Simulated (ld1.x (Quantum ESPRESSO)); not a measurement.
# Reading a pseudo-wave (silicon)

Columns: radius, all-electron u(r) and pseudo u(r) of the 3s shell (level -10.74 eV) of silicon in the configuration [Ne] 3s2 3p2; revPBE, non-relativistic, TM scheme, ld1.x (Quantum ESPRESSO) 7.5.

| r (bohr) | all-electron | pseudo |
| --- | --- | --- |
| 0.085 | 0.1503 | 0.0575 |
| 0.170 | -0.0534 | 0.1100 |
| 0.255 | -0.2368 | 0.1531 |
| 0.340 | -0.3252 | 0.1842 |
| 0.425 | -0.3266 | 0.2034 |
| 0.510 | -0.2671 | 0.2137 |
| 0.595 | -0.1713 | 0.2205 |
| 0.680 | -0.0578 | 0.2299 |
| 0.765 | 0.0606 | 0.2476 |
| 0.850 | 0.1756 | 0.2788 |
| 0.935 | 0.2820 | 0.3265 |
| 1.020 | 0.3773 | 0.3899 |
| 1.105 | 0.4603 | 0.4618 |
| 1.190 | 0.5309 | 0.5309 |
| 1.275 | 0.5896 | 0.5896 |
| 1.360 | 0.6375 | 0.6375 |
| 1.445 | 0.6750 | 0.6750 |
| 1.530 | 0.7028 | 0.7028 |
| 1.615 | 0.7219 | 0.7219 |
| 1.700 | 0.7331 | 0.7331 |
| 1.785 | 0.7373 | 0.7373 |
| 1.870 | 0.7356 | 0.7356 |
| 1.955 | 0.7288 | 0.7288 |
| 2.040 | 0.7177 | 0.7177 |
| 2.125 | 0.7030 | 0.7030 |
| 2.210 | 0.6853 | 0.6853 |

How many radial nodes do the two functions have?

The all-electron 3s function has n − l − 1 = 2; the pseudo-wave has 0, since the states of the same l below it are removed with the core.

At about which radius was the pseudo-wave matched?

1.25 bohr, where the columns begin to agree (steps of 0.09 bohr).

Is the pseudo-wave norm-conserving?

Yes: the TM scheme keeps the norm inside the radius equal to the all-electron one, which fixes the energy derivative of the logarithmic derivative at the level.
